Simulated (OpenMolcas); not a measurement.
V2+ (d3) among equal point charges was computed by CASSCF with the d shell active (OpenMolcas, ANO-RCC-VDZP on the metal). Its lowest spin-free states, and all those of the highest spin:

| 2S+1 | Degeneracy | E (cm-1) |
| --- | --- | --- |
| 4 | 3 | 0.0 |
| 4 | 3 | 5822 |
| 2 | 2 | 9813 |
| 4 | 1 | 13500 |
| 2 | 3 | 14487 |
| 2 | 3 | 15125 |
| 4 | 3 | 18770 |
| 2 | 3 | 18988 |
| 2 | 1 | 20531 |
| 2 | 3 | 21759 |
| 2 | 3 | 23858 |
| 2 | 2 | 25822 |

Problem. Is the site octahedral, tetrahedral or cube-like, axial, or of lower symmetry?

Solution. The states with 2S+1 = 4 have orbital degeneracies 3, 3, 1, 3. Threefold states need a cubic site. For d3 at this spin an octahedron puts the single A2 below the threefold T2 and a tetrahedron or cube puts the threefold T1 below the threefold T2, so the site is a tetrahedron or a cube, which this pattern cannot tell apart. The run had V2+ among 8 point charges of -1.5 e arranged as a cube (Oh), 2 Å from the ion.

An orbital triplet at a regular site is open to Jahn-Teller coupling, which can distort the site and quench the lowest spin-orbit gaps and is left out. Without dynamic correlation the repulsion within the d shell is too large (B by tens of per cent), so at a given field states of lower spin stand too high. Point charges carry no covalency, so the field is a model and not that of real ligands. No measured value stands beside these numbers.
